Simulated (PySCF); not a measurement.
C₂H₆Mg. Atoms are numbered in the order given.

```xyz
9

Mg     0.0000     0.0000     0.0000
C      0.0000     0.0000    -2.0932
H      0.8599     0.5413    -2.4993
H     -0.8987     0.4740    -2.4993
H      0.0389    -1.0153    -2.4993
C      0.0000     0.0000     2.0932
H      0.8599    -0.5413     2.4993
H     -0.8987    -0.4740     2.4993
H      0.0389     1.0153     2.4993
```

Geometry: B3LYP-D3(BJ)/def2-TZVP. The isomer is the one that the SMILES or the coordinates give; other isomers of the formula were not compared.

All values below come from C-PCM-B3LYP/def2-SVP run with PySCF.

The values are the electrostatic part of the solvation free energy, E(continuum) − E(gas) at the gas-phase geometry, in a cavity of scaled van der Waals radii (PySCF's table); cavitation and dispersion terms are not included. A continuum can't describe solvent molecules that bind to the metal. In vacuum the orbital gap is 5.62 eV. The dipole moment in vacuum is 0.00 D.

Computed values in water (ε = 78.36), acetonitrile (ε = 35.69), tetrahydrofuran (ε = 7.43):
```tsv
solvent	ε	ΔG(elec) (kcal/mol)	dipole (D)	gap (eV)
water	78.36	-6.3	0.00	5.85
acetonitrile	35.69	-6.2	0.00	5.84
tetrahydrofuran	7.43	-5.4	0.00	5.81
```
